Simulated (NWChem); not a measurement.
# CF2I, doublet; SMILES F[C](F)I

```xyz
4

F     -0.0845    -1.9246    -1.0732
C      0.3355    -1.3063     0.0000
F     -0.0845    -1.9246     1.0732
I     -0.0093     0.8015     0.0000
```
Atoms are numbered in this order, from 1.

Program: NWChem. Spin-unrestricted. In the optimisation the excess spin sits in a' (Cs, its own frame). Coordinates come from a PBE0/def2-SVP, spin-unrestricted optimisation. No stability test was run on the SCF state. def2 effective core potentials on I; no spin-orbit coupling. Total energies of different functionals are on different scales.

```json
[
 {"level": "B3LYP/def2-SVP", "energy (Ha)": "-535.3222", "highest occupied level (eV)": "-6.49", "lowest empty minus highest occupied level, either spin (eV)": "3.62", "dipole (D)": "0.39", "<S²>": "0.754"},
 {"level": "PBE/def2-SVP", "energy (Ha)": "-534.9926", "highest occupied level (eV)": "-5.25", "lowest empty minus highest occupied level, either spin (eV)": "1.72", "dipole (D)": "0.17", "<S²>": "0.752"},
 {"level": "LC-BLYP (range parameter 0.33 per bohr)/def2-SVP", "energy (Ha)": "-534.6060", "highest occupied level (eV)": "-8.85", "lowest empty minus highest occupied level, either spin (eV)": "8.40", "dipole (D)": "0.39", "<S²>": "0.755"},
 {"level": "revPBE/def2-SVP", "energy (Ha)": "-535.2002", "highest occupied level (eV)": "-5.22", "lowest empty minus highest occupied level, either spin (eV)": "1.78", "dipole (D)": "0.15", "<S²>": "0.752"},
 {"level": "LDA (Slater exchange, VWN5)/def2-SVP", "energy (Ha)": "-533.2248", "highest occupied level (eV)": "-5.29", "lowest empty minus highest occupied level, either spin (eV)": "1.33", "dipole (D)": "0.25", "<S²>": "0.751"},
 {"level": "BP86/def2-SVP", "energy (Ha)": "-535.3670", "highest occupied level (eV)": "-5.38", "lowest empty minus highest occupied level, either spin (eV)": "1.68", "dipole (D)": "0.16", "<S²>": "0.752"},
 {"level": "B97-2/def2-SVP", "energy (Ha)": "-535.4630", "highest occupied level (eV)": "-6.52", "lowest empty minus highest occupied level, either spin (eV)": "3.70", "dipole (D)": "0.38", "<S²>": "0.754"}
]
```
